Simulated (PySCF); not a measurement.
Cartesian coordinates in Å; atom numbers follow the order of the lines, from 1:
```xyz
19

C    -0.357   -2.056   -0.190
C    -0.295   -0.584    0.094
C     0.820    0.147   -0.037
C     2.121   -0.459   -0.488
Si    0.665    1.993    0.263
O    -0.938    2.280   -0.007
C    -1.921    1.390   -0.024
O    -3.008    1.670   -0.446
C    -1.594    0.028    0.557
H     0.601   -2.533    0.000
H    -0.615   -2.222   -1.237
H    -1.116   -2.537    0.422
H     2.476   -1.189    0.240
H     2.002   -0.967   -1.444
H     2.882    0.308   -0.597
H     1.317    2.822   -0.739
H     0.940    2.381    1.647
H    -2.434   -0.631    0.333
H    -1.557    0.169    1.644
```

PySCF calculation with PBE0/pcSseg-1 with gauge-including orbitals and geometry: GFN2-xTB; non-relativistic, gas phase, single conformer, rapidly exchanging positions averaged.

References, each an isolated molecule treated in the same way: TMS for $^{13}$C, $^{1}$H, $^{29}$Si; $^{17}$O vs H2O.

```csv
atoms,nucleus,count,Hirshfeld charge,δ (ppm)
Si5,$^{29}$Si,1,0.41,-23.4
C3,$^{13}$C,1,-0.11,128.0
H10/H11/H12,$^{1}$H,3,0.05,2.02
C1,$^{13}$C,1,-0.11,24.2
C7,$^{13}$C,1,0.21,170.0
O8,$^{17}$O,1,-0.27,480.0
C9,$^{13}$C,1,-0.08,?
H18/H19,$^{1}$H,2,0.06,?
C2,$^{13}$C,1,0.02,157.9
H16/H17,$^{1}$H,2,-0.07,5.33
H13/H14/H15,$^{1}$H,3,0.04,?
C4,$^{13}$C,1,-0.12,?
O6,$^{17}$O,1,-0.19,185.6
```

**Question.** Estimate the values marked ?.

**Answer.** 
- C9: 46.1 ppm, sp3 CH2 α to a carbonyl; the adjacent C=O deshields it moderately
- C4: 16.0 ppm, allylic methyl carbon; aliphatic region, no heteroatom directly attached
- H18/H19: 3.13 ppm, hydrogen on an sp3 CH2 α to a carbonyl; α to C=O
- H13/H14/H15: 1.81 ppm, hydrogen on an allylic methyl carbon; allylic position

Shifts are as computed. Against solution values, carbons near 30 ppm lie about +3 ppm off and those near 130 ppm about +5 ppm. Of 1309 compounds with measured shifts, 239 miss one by over three times the rms of a fit or turn the order of signals round; such compounds aren't used in these exercises. Unscaled 17O shifts of doubly bonded oxygen tend to come out too high, by tens of ppm or more. Experimental scales use liquid or dissolved standards, which lie at an offset from isolated H2O (liquid H2O: subtract about 36 ppm).
